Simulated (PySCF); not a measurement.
Molecule: `Cc1ccccc1N`, C$_{7}$H$_{9}$N.

Atom-mapped SMILES (the numbers label the heavy atoms): `[CH3:1][c:2]1[cH:3][cH:4][cH:5][cH:6][c:7]1[NH2:8]` (H(Xn): hydrogen on atom n).

Geometry PBE0-D3(BJ)/def2-SVP throughout; GIAO in PySCF 2.14.0 with density-fitted response routines, gas phase, one conformer, non-relativistic; equivalent atoms averaged; functional PBE0.

**Question.** How do the absolute shieldings σ depend on the basis set? (a selection of nuclei; ppm; last column core-seconds on shared hosts with different chips, so compare them loosely)

**Answer.** 
```
    basis set  functions     C7     C3     C5     C4     C6     C1  H(C4)  H(N8)  H(C1)  core-s
       STO-3G         49  118.2  122.9  125.0  130.9  135.7  211.5  26.17  29.76  30.81     4.2
     pcSseg-0         90   40.8   52.5   55.9   67.2   72.4  171.4  26.33  30.46  30.56     9.2
        6-31G         90   62.3   72.6   75.8   85.6   90.2  179.9  25.97  30.14  30.52     8.5
       6-31G*        130   57.9   69.3   72.4   82.9   87.5  175.4  25.46  29.50  30.03      13
      cc-pVDZ        157   53.4   66.8   69.4   80.2   85.3  177.3  24.76  28.68  29.34      20
     def2-SVP        157   52.3   64.9   68.1   79.1   83.9  175.0  24.93  28.70  29.42      17
     pcSseg-1        181   34.8   48.7   51.3   62.4   67.9  165.2  24.55  28.26  29.18      24
  aug-cc-pVDZ        265   51.9   66.1   68.7   79.3   84.0  176.4  24.53  28.14  29.23      46
6-311+G(2d,p)        270   37.9   52.7   55.3   66.0   71.1  167.9  24.70  28.48  29.43      35
    def2-TZVP        302   35.8   51.2   54.0   65.4   70.4  167.6  24.66  28.47  29.38      56
```

**Question.** Which nucleus among those listed moves most, in ppm?

**Answer.** C7 (aromatic carbon bearing nitrogen): from 34.8 ppm with pcSseg-1 to 118.2 ppm with STO-3G. The smallest spread is 1.63 ppm, at H(C1). Proton shifts span only some 12 ppm, so a few tenths of a ppm matter as much there as several ppm in carbon.

**Question.** Taking the largest basis, def2-TZVP (302 functions), as the yardstick, rank the others by their worst heavy-atom deviation.

**Answer.** 6-311+G(2d,p) 2.1 ppm (270 functions), pcSseg-1 3.0 ppm (181 functions), pcSseg-0 5.1 ppm (90 functions), aug-cc-pVDZ 16.2 ppm (265 functions), def2-SVP 16.5 ppm (157 functions), cc-pVDZ 17.6 ppm (157 functions), 6-31G* 22.1 ppm (130 functions), 6-31G 26.5 ppm (90 functions), STO-3G 82.4 ppm (49 functions).

A small basis that lands close on one nucleus may do so by chance; judge by the trend and by all nuclei.
